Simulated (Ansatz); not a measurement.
Consider the substitution at a C–C bond: `N=CC1(F)C[SiH2]1` + `NCS` → `N=CNCS` + `FC1C[SiH2]1`.

Calculated with Ansatz (gas phase, PBE0-D4/def2-TZVP geometries, no zero-point term in ΔE). CBS: MP2 limit from def2 TZ/QZ plus the TZ coupled-cluster correction, frozen cores. DFT in def2-TZVPP. One conformer a species, not always the lowest.

`N=CC1(F)C[SiH2]1`:

Z-matrix (Å, degrees):
```
C
C 1 1.470
C 1 1.533 2 117.7
F 1 1.372 2 112.8 3 -136.6
Si 1 1.887 2 120.2 3 75.1
N 2 1.263 1 127.0 3 142.1
H 2 1.095 1 114.5 3 -38.3
H 3 1.085 1 116.5 2 -4.8
H 3 1.086 1 112.8 2 -138.3
H 5 1.476 1 118.7 2 -1.9
H 5 1.474 1 117.1 2 147.5
H 6 1.022 2 110.1 1 -0.5
```

`NCS`:

Cartesian coordinates in Å:
```
N -0.810 -0.669 0.439
C -0.002 0.074 -0.500
S 0.373 1.750 0.075
H -1.060 -1.572 0.052
H -0.306 -0.830 1.302
H -0.576 0.218 -1.418
H 0.949 -0.394 -0.781
H 1.432 1.423 0.833
```

`N=CNCS`:

Cartesian coordinates in Å:
```
N 0.565 -0.923 1.244
C -0.615 -0.615 0.886
N -0.862 0.396 0.009
C 0.222 1.039 -0.667
S 1.019 0.061 -1.987
H 0.549 -1.660 1.940
H -1.529 -1.098 1.249
H -1.753 0.381 -0.457
H -0.136 1.950 -1.146
H 0.983 1.299 0.067
H 1.558 -0.830 -1.138
```

`FC1C[SiH2]1`:

Cartesian coordinates in Å:
```
F 1.627 -1.143 0.479
C 0.346 -0.659 0.567
C 0.187 0.845 0.399
Si -0.646 -0.158 -0.928
H -0.169 -1.090 1.423
H 1.093 1.342 0.061
H -0.331 1.390 1.181
H -2.110 -0.363 -0.928
H 0.004 -0.164 -2.253
```

| species | ωB97X-V energy (Eh) |
| --- | --- |
| `N=CC1(F)C[SiH2]1` | -561.93509 |
| `NCS` | -494.00855 |
| `N=CNCS` | -587.47810 |
| `FC1C[SiH2]1` | -468.47787 |

**Question.** Work out ΔE.

**Answer.** ΔE = (-587.47810) + (-468.47787) − (-561.93509) − (-494.00855) = -0.01233 Eh = -32.4 kJ/mol. CCSD(T)/CBS gives -25.7 kJ/mol.

Largest T1 diagnostic among the species: 0.013.
